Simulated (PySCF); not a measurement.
# What a mistake does to a calculation on BFH4OSi

Calculated results; nothing here was measured. They come from PySCF 2.14.0, an open-source quantum chemistry program, on an isolated molecule that a program drew, which may never have been made. The molecule is BFH4OSi (charge 0, singlet), drawn as the SMILES string `BO[SiH2]F`.

Each row is a Hartree-Fock (HF) and frozen-core CCSD(T) single point in the cc-pV(D+d)Z basis, meant for a local HF minimum. Run 1 is clean. Each other run has one planted mistake out of seven kinds, and not every kind appears here: one electron removed, one electron added, multiplicity raised by two, geometry at a saddle point, minimal basis STO-3G, one bond length entered in bohr, all coordinates scaled. The reference is restricted for singlets and unrestricted otherwise, and also for a bond in bohr. Adding or removing an electron swaps singlet and doublet. Electrons count all cores. HOMO and LUMO are orbital energies over both spins, the gradient is its largest component, and the lowest frequency (negative if imaginary) is given only where the gradient is small. Bond lengths are over the 7 bonds as drawn. T1 is the CCSD diagnostic: over 0.02 (restricted) or 0.045 (unrestricted) a single reference is doubtful.

Geometry of the clean run:
```xyz
8
BFH4OSi, angstrom
B    -0.6728    1.1152   -0.0535
O    -1.9315    0.6225    0.0607
Si   -3.4054    1.2932    0.3297
F    -4.0050    1.7771   -1.0801
H    -0.4673    2.2901    0.1110
H     0.2149    0.3520   -0.3105
H    -4.2886    0.2586    0.8674
H    -3.2920    2.4780    1.1871
```

```
run,electrons,basis functions,<S^2>,HOMO (eV),LUMO (eV),gradient (hartree/bohr),lowest frequency (cm^-1),mean bond (Å),longest bond (Å),T1,HF (hartree),CCSD(T) (hartree),mistake
1,40,85,0.000,-12.35,2.93,1.8e-05,49,1.4196,1.642,0.0135,-490.39849,-490.99484,no fault
2,40,85,0.836,-9.43,1.37,1.9e-02,-,1.5920,2.563,0.0766,-490.20827,-490.79284,one bond length entered in bohr
3,39,85,0.777,-18.75,-9.13,1.2e-01,-,1.4196,1.642,0.0427,-489.99458,-490.57858,?
4,40,85,2.020,-6.32,-2.65,3.7e-02,-,1.4196,1.642,0.0221,-490.17726,-490.78056,?
```

**Which mistake was planted in run 3, and what did it cost?**

It counts 39 electrons, one fewer than the clean run, at the same geometry and basis. So the mistake is: one electron removed. Subtracting run 1 and multiplying by 627.51 kcal/mol a hartree, the energy moved by 253.5 kcal/mol in HF and 261.2 kcal/mol in CCSD(T).

**Which mistake was planted in run 4, and what did it cost?**

Electrons, basis and geometry are unchanged, and <S^2> is 2.020, beside S(S+1) = 2.00 for a multiplicity of 3. So the mistake is: multiplicity raised by two. Subtracting run 1 and multiplying by 627.51 kcal/mol a hartree, the energy moved by 138.8 kcal/mol in HF and 134.5 kcal/mol in CCSD(T).

Cautions from the logs. Run 2: T1 is over the limit, so its CCSD(T) energy is less reliable.
